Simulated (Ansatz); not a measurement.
`OB1CC[Se]1` → B• + 2 C• + 5 H• + O• + Se•  (atomization)

Computed with Ansatz on PBE0-D4/def2-TZVP structures; ΔE is electronic, products minus reactants. CBS: MP2 limit from def2 TZ/QZ plus the TZ coupled-cluster correction, frozen cores. This one scheme is used for every species, atoms too. DFT in def2-TZVPP. B3LYP here is the variant with VWN-RPA as its local correlation; programs differ in this. Open shells (•) are unrestricted, without spin–orbit coupling. Spin–orbit coupling would lower the free atoms: a little for B, C, O; clearly for Se. Bonds to Se are less sure, by a few kJ/mol each and by 10 to 20 or more in all where they break to atoms, as the def2 sets lack core-valence functions. Scalar relativity is left out up to krypton. One conformer a species, not always the lowest.

| level | ΔE (eV) | difference from CCSD(T)/CBS |
| --- | --- | --- |
| ωB97M-V | 41.72 | 0.08 |
| B2PLYP | 41.22 | -0.42 |
| PBE | 42.62 | 0.98 |
| PBE0 | 41.84 | 0.20 |
| B3LYP | 41.19 | -0.45 |
| SCS-MP2/def2-TZVPP | 41.10 | -0.54 |
| CCSD(T)/def2-TZVPP | 40.60 | -1.04 |
| MP2/def2-QZVPP | 42.23 | 0.59 |
| SCS-MP2/def2-QZVPP | 41.77 | 0.13 |
| CCSD/CBS(def2) | 40.92 | -0.72 |
| CCSD(T)/CBS | 41.64 | 0 |

Largest T1 diagnostic among the species: 0.014.

In def2-TZVPP, CCSD(T) changes the Hartree–Fock value by +10.26 eV (the triples alone add +0.72 eV) and MP2 by +11.29 eV; breaking electron pairs costs correlation energy, which Hartree–Fock lacks. The D4 term adds +0.37 eV with B3LYP and +0.19 eV with PBE0; it sums over pairs of atoms, weighted by their polarisabilities, and B3LYP, whose exchange is more repulsive, gets the larger term. From PBE to PBE0 (25 % exact exchange), in def2-TZVPP and without D4, ΔE moves by −0.78 eV: exact exchange takes away binding that semilocal exchange gives to molecules.

For atomizations the MP2-based limit and the directly extrapolated one differ by several kJ/mol either way, and by 10 to 25 for some Ge, Se and Sn compounds, so smaller differences from it don't rank the levels.
